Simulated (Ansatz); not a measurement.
Diatomic CoSb, multiplicity 5 (lowest of 2S+1 = 1, 3, 5, 7 at PBE0/def2-TZVPP; our sources give no spin for the ground state, which may be another). No spin–orbit coupling. Co is treated without relativity.

Constants: fifth-degree fit in 1/R to seven points, most abundant isotopes. Runs in def2 and cc sets follow the lowest solution found near the PBE0 minimum.

Programs: Ansatz (a quantum-chemistry and plane-wave program). Values without a source in brackets are computed. In def2 rows elements past Kr take small-core potentials, without spin–orbit coupling.

Energies at B3LYP/def2-TZVPP:

```tsv
R (Å)	E (hartree)
2.278079	-1623.12225188
2.339318	-1623.12604089
2.395657	-1623.12794314
2.459346	-1623.12865866
2.523034	-1623.12819100
2.596520	-1623.12654371
2.682255	-1623.12354248
```

With a reduced mass of 39.6206 u, find the minimum, the force constant and the constants.

A fifth-degree polynomial in 1/R puts the minimum at r_e = 2.4632 Å with force constant 125 N/m. Then ω_e = (1/2πc)√(k/μ) = 231 cm⁻¹ and B_e = h/(8π²cμr_e²) = 0.07012 cm⁻¹; the cubic and quartic terms give α_e = 0.00031 and ω_e x_e = 0.74 cm⁻¹.
